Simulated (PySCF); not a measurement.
Two-dimensional NMR puzzle

Compound of formula C$_{3}$H$_{8}$N$_{2}$OSi$_{2}$. Correlations simulated from computed shifts and the bond graph:

HSQC (one-bond C–H):
```tsv
δH	δC
0.68	-0.7
```

HMBC (two and three bonds, from the bond graph):
```tsv
δH	δC
3.67	181.7, 128.3, -0.7
0.68	181.7, 128.3
```

Carbons without hydrogens: δ 181.7, 128.3.

Level of theory: σ from GIAO-PBE0/pcSseg-1, coordinates at the GFN2-xTB level, in PySCF 2.14.0 with density-fitted response routines (no solvent model, non-relativistic, single conformer, averaged over atoms made equivalent by symmetry, fast rotation or ring inversion).

References, each an isolated molecule treated in the same way: TMS for ¹H, ¹³C.

Exchangeable hydrogens are left out of these lists.

Task: Which molecule is this?

Result: SMILES N#C[Si@](C)([SiH3])C(N)=O.

Structure with atom numbers: `[CH3:1][Si@:2]([SiH3:3])([C:4]#[N:5])[C:6]([NH2:7])=[O:8]` (H(Xn): hydrogen on atom n).

1. δC 181.7 is C6, a carbonyl carbon.
2. δC 128.3 is C4, a nitrile carbon.
3. δC -0.7 is C1, a methyl carbon bonded to Si (δH 0.68).
4. HMBC from δH 3.67 reaches the proton-free carbons C6, C4.
5. HMBC from δH 0.68 reaches the proton-free carbons C6, C4.

This is the structure that produced the data.

OH and NH positions are those of a molecule without intermolecular hydrogen bonds; in solution they move with solvent, concentration and temperature, and exchange usually removes their couplings. Shifts are as computed. Against solution values, carbons near 30 ppm lie about +3 ppm off and those near 130 ppm about +5 ppm. Of 1309 compounds with measured shifts, 239 miss one by over three times the rms of a fit or turn the order of signals round; such compounds aren't used in these exercises. The C=O carbon of an acid or of an amide with N–H lies up to 10 ppm further downfield in solution, through hydrogen bonding that the calculation lacks.
